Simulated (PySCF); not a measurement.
silylphosphine (H₅PSi), singlet, geometry from GFN2-xTB; PySCF with HF/3-21G.

The PySCF input:
```python
from pyscf import gto, scf

mol = gto.M(
    atom='''
Si   -1.05846784    0.09179922    0.22155758
P     1.09953350   -0.07240592   -0.33991659
H    -1.78374110   -0.88506019   -0.58934952
H    -1.47836332    1.45493704   -0.09998404
H    -1.30634760   -0.17269873    1.64099048
H     1.32050240   -1.26744102    0.31993206
H     1.57349692    0.67116259    0.72535376
''',
    basis='3-21g',
    verbose=4,
)

mf = scf.RHF(mol)
mf.kernel()
```

Output, abridged:

```
PySCF version 2.14.0

[INPUT] verbose = 4
[INPUT] num. atoms = 7
[INPUT] num. electrons = 34
[INPUT] charge = 0
[INPUT] spin (= nelec alpha-beta = 2S) = 0
[INPUT] symmetry False subgroup None
[INPUT] Mole.unit = angstrom
[INPUT] Symbol           X                Y                Z      unit          X                Y                Z       unit  Magmom
[INPUT]  1 Si    -1.058467840000   0.091799220000   0.221557580000 AA   -2.000214329260   0.173475384249   0.418683147021 Bohr   0.0
[INPUT]  2 P      1.099533500000  -0.072405920000  -0.339916590000 AA    2.077817179784  -0.136827358597  -0.642349260296 Bohr   0.0
[INPUT]  3 H     -1.783741100000  -0.885060190000  -0.589349520000 AA   -3.370782156130  -1.672521362856  -1.113709184444 Bohr   0.0
[INPUT]  4 H     -1.478363320000   1.454937040000  -0.099984040000 AA   -2.793701787403   2.749432534085  -0.188942452428 Bohr   0.0
[INPUT]  5 H     -1.306347600000  -0.172698730000   1.640990480000 AA   -2.468639187483  -0.326353301760   3.101022580219 Bohr   0.0
[INPUT]  6 H      1.320502400000  -1.267441020000   0.319932060000 AA    2.495387882831  -2.395116406839   0.604583971868 Bohr   0.0
[INPUT]  7 H      1.573496920000   0.671162590000   0.725353760000 AA    2.973478236647   1.268313480154   1.370719949823 Bohr   0.0

nuclear repulsion = 91.4629947214219
number of shells = 24
number of NR pGTOs = 69
number of NR cGTOs = 36
basis = 3-21g
ecp = {}

******** <class 'pyscf.scf.hf.RHF'> ********
method = RHF
initial guess = minao
damping factor = 0
level_shift factor = 0
DIIS = <class 'pyscf.scf.diis.CDIIS'>
diis_start_cycle = 1
diis_space = 8
diis_damp = 0
SCF conv_tol = 1e-09
SCF conv_tol_grad = None
SCF max_cycles = 50
direct_scf = True
direct_scf_tol = 1e-13
Set gradient conv threshold to 3.16228e-05
Initial guess from minao.
init E= -628.676387531282
  HOMO = -0.281110380001605  LUMO = 0.0978807732772011  gap/eV = 10.31287
cycle= 1 E= -629.241575485463  delta_E= -0.565  |g|= 0.18  |ddm|= 2.06
  HOMO = -0.363111060435665  LUMO = 0.12387219666562  gap/eV = 13.25149
cycle= 2 E= -629.259319078961  delta_E= -0.0177  |g|= 0.0405  |ddm|= 0.473
  HOMO = -0.367215607193455  LUMO = 0.136168007122261  gap/eV = 13.69777
cycle= 3 E= -629.260290921983  delta_E= -0.000972  |g|= 0.0112  |ddm|= 0.115
  HOMO = -0.365994592201359  LUMO = 0.135592757603749  gap/eV = 13.64889
cycle= 4 E= -629.260375711915  delta_E= -8.48e-05  |g|= 0.00238  |ddm|= 0.0385
  HOMO = -0.367058701955778  LUMO = 0.135294093434172  gap/eV = 13.66972
cycle= 5 E= -629.260380989931  delta_E= -5.28e-06  |g|= 0.000585  |ddm|= 0.0111
  HOMO = -0.366944588389961  LUMO = 0.135396553795956  gap/eV = 13.66940
cycle= 6 E= -629.260381321779  delta_E= -3.32e-07  |g|= 0.000145  |ddm|= 0.00261
  HOMO = -0.366988573227732  LUMO = 0.135384381605633  gap/eV = 13.67026
cycle= 7 E= -629.260381343961  delta_E= -2.22e-08  |g|= 1.76e-05  |ddm|= 0.000849
  HOMO = -0.366985805348698  LUMO = 0.135385874094428  gap/eV = 13.67023
cycle= 8 E= -629.260381344263  delta_E= -3.01e-10  |g|= 3.45e-06  |ddm|= 9.03e-05
  HOMO = -0.366985963525804  LUMO = 0.135385764231795  gap/eV = 13.67023
Extra cycle  E= -629.260381344272  delta_E= -9.66e-12  |g|= 1.36e-06  |ddm|= 1.32e-05
converged SCF energy = -629.260381344272
```
